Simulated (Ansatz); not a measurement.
## What each rung costs, and what it gives

Saddle point of Si$_{2}$H$_{7}$SF, closed shell (Si₂H₅F ([F][SiH2][SiH3]) + H₂S → Si₂H₆S ([SiH3][SiH2][SH]) + HF; bonds formed: Si1–S7, F2–H6; bonds broken: Si1–F2, H6–S7), PBE0-D4/def2-TZVP structure:

```xyz
11
angstrom
Si -0.6614 -0.0071 -0.6588
F -0.1284 -1.7490 -0.0052
H -0.6735 1.2837 -1.4387
H -1.9438 -0.6146 -1.0830
Si -0.2518 0.7684 1.5094
H 0.7892 -1.6945 -0.9425
S 1.1700 -0.7513 -2.0284
H -0.7688 -0.1440 2.5607
H 1.2286 0.8765 1.6653
H -0.8292 2.1274 1.6953
H 2.0690 -0.0955 -1.2742
```

Barriers are electronic and count from the start structure reached by relaxing down the imaginary mode.

Computed with Ansatz 0.2.0 (basis: as named in each row); correlated methods freeze the cores. B3LYP uses VWN-RPA correlation. Extrapolation: Hartree–Fock as exp(−7.88 √X), correlation as X^−2.97.

Times are rough, for one single point on 4 threads of a shared host (Arm Neoverse V1).

The estimate by CCSD(T) at an estimated basis limit (MP2 extrapolated from triple and quadruple zeta, plus CCSD(T) − MP2 in triple zeta) is 44.13 kcal/mol.

```tsv
method	basis	time (s)	barrier (kcal/mol)	method less estimate
HF	STO-3G	under 1	67.64	23.51
PBE-D4	STO-3G	under 1	12.07	-32.06
SPW92	def2-SVP	under 1	21.91	-22.22
PBE-D4	def2-SVP	under 1	29.68	-14.45
B3LYP-D4	6-31G	under 1	35.80	-8.33
PBE0-D4	def2-SVP	1	35.16	-8.97
SPW92	def2-TZVPP	1	25.14	-19.00
PBE-D4	def2-TZVPP	2	32.33	-11.80
BLYP-D4	def2-TZVPP	2	38.30	-5.83
B3LYP-D4	def2-TZVPP	3	42.40	-1.73
BHLYP-D4	def2-TZVPP	3	48.78	4.65
CAM-B3LYP-D4	def2-TZVPP	3	44.11	-0.02
CCSD(T)	def2-SVP	4	45.24	1.11
PBE0-D4	def2-TZVPP	4	37.99	-6.14
r2SCAN-D4	def2-TZVPP	5	37.59	-6.54
wB97M-V	def2-SVP	6	38.65	-5.48
r2SCAN0-D4	def2-TZVPP	6	41.29	-2.84
RPA on PBE	def2-TZVPP	6	44.73	0.59
B2PLYP	def2-TZVPP	6	44.11	-0.03
PBE-QIDH	def2-TZVPP	6	42.03	-2.10
wB97X-V	def2-TZVPP	8	43.12	-1.01
wB97M-V	def2-TZVPP	10	41.68	-2.46
B97M-V	def2-TZVPP	11	42.50	-1.64
MP2	def2-QZVPP	22	42.43	-1.71
CCSD(T)	def2-TZVPP	130	44.97	0.83
```

All methods are single points on the PBE0-D4 structures.

The T1 diagnostic stays at or below 0.014.

Labels in which every atom is bracketed show which atoms are joined, not bond orders.
